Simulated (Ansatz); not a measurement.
Born–Oppenheimer molecular dynamics of C$_{2}$H$_{7}$FGe (11 atoms, charge 0, multiplicity 1). It starts from a relaxed structure.

Method: Ansatz, RKS PBE0-D4/def2-SVP.

```yaml
ensemble: NVE (velocity Verlet)
time_step: 0.25 fs
steps_asked: 500
starting_velocities_drawn_for: 1000 K
seed: 70920
```

First frame:

```xyz
11
Properties=species:S:1:pos:R:3
Ge 0.107 -0.186 0.132
H 0.226 -0.359 1.660
C 1.827 0.077 -0.722
H 2.463 -0.811 -0.586
H 1.690 0.248 -1.800
H 2.343 0.947 -0.291
F -0.786 1.306 -0.094
C -0.954 -1.583 -0.694
H -1.952 -1.631 -0.235
H -1.070 -1.381 -1.769
H -0.463 -2.561 -0.571
```

(1) How far do the bonds stretch over the last three quarters of this one trajectory? (Pairs bonded in most of those frames.)

Answers

(1) 
| bond | mean (Å) | spread (Å) | shortest | longest |
| --- | --- | --- | --- | --- |
| Ge1–H2 | 1.553 | 0.041 | 1.48 | 1.62 |
| Ge1–C3 | 1.966 | 0.072 | 1.84 | 2.06 |
| Ge1–F7 | 1.762 | 0.027 | 1.72 | 1.80 |
| Ge1–C8 | 1.954 | 0.029 | 1.91 | 2.00 |
| C3–H4 | 1.102 | 0.007 | 1.08 | 1.12 |
| C3–H5 | 1.102 | 0.011 | 1.08 | 1.13 |
| C3–H6 | 1.105 | 0.035 | 1.05 | 1.16 |
| C8–H9 | 1.108 | 0.044 | 1.04 | 1.18 |
| C8–H10 | 1.108 | 0.033 | 1.04 | 1.17 |
| C8–H11 | 1.106 | 0.029 | 1.06 | 1.16 |

Mean temperature of the second half: 552 K. The conserved energy stayed within 0.12 meV per atom of its start (net change 0.096 meV per atom), so the integration is sound. Over the second half the temperature averaged 0.55 of the 1000 K drawn at the start: a run that starts near a minimum puts about half its kinetic energy into the potential. A run of 0.12 ps of so small a system gives no equilibrium averages.

Run time: 13 min on 4 threads of Intel(R) Xeon(R) Platinum 8375C CPU @ 2.90GHz (Ice Lake), on a shared host, peak memory 0.28 GiB.
